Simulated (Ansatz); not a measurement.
Species: CF₂, net charge 1, doublet state. SMILES of the parent species: F[C]F

Atoms: F1, C2, F3. Bonds: F1-C2, C2-F3.

Bond lengths (Å) and angles (degrees) optimised at HF/6-31G* with Ansatz (an electronic-structure program); PBE/6-31G* with Ansatz; B3LYP/6-31G* with Ansatz, each started from the B3LYP-D3(BJ)/def2-TZVP structure (Ansatz) of the last column. A row stands for all coordinates that are equal there. 6-31G* holds six Cartesian d functions. No wavenumbers were computed at PBE/6-31G*, so these may be saddle points.

```csv
coordinate,HF/6-31G*,PBE/6-31G*,B3LYP/6-31G*,B3LYP-D3(BJ)/def2-TZVP
F1-C2,1.204,1.240,1.229,1.219
F1-C2-F3,124.3,124.3,124.4,124.7
```

Mean signed difference of all 2 bond lengths from B3LYP-D3(BJ)/def2-TZVP: HF/6-31G* -0.015 Å, PBE/6-31G* 0.020 Å, B3LYP/6-31G* 0.009 Å.
